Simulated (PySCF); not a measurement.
CH3F2OSb, SMILES C[O][Sb]([F])[F]. Coordinates come from a B3LYP-D3(BJ)/def2-SVP optimisation. The def2 effective core potentials stand for the cores of Sb; spin–orbit coupling is left out. One conformer was computed; it need not be the lowest.

Computed equilibrium geometry at B3LYP-D3(BJ)/def2-SVP (PySCF confirms it by a frequency run) as a Z-matrix, and its point group (one conformer of several):
point group Cs.
```
C
H 1 1.1011
H 1 1.1034 2 108.88
H 1 1.1034 2 108.88 3 -117.98
O 1 1.4231 2 107.74 4 -121.01
Sb 5 1.9621 1 121.41 2 180.00
F 6 1.9417 5 96.16 1 -46.74
F 6 1.9417 7 92.77 4 -81.57
```
Charge 0, spin multiplicity 1.
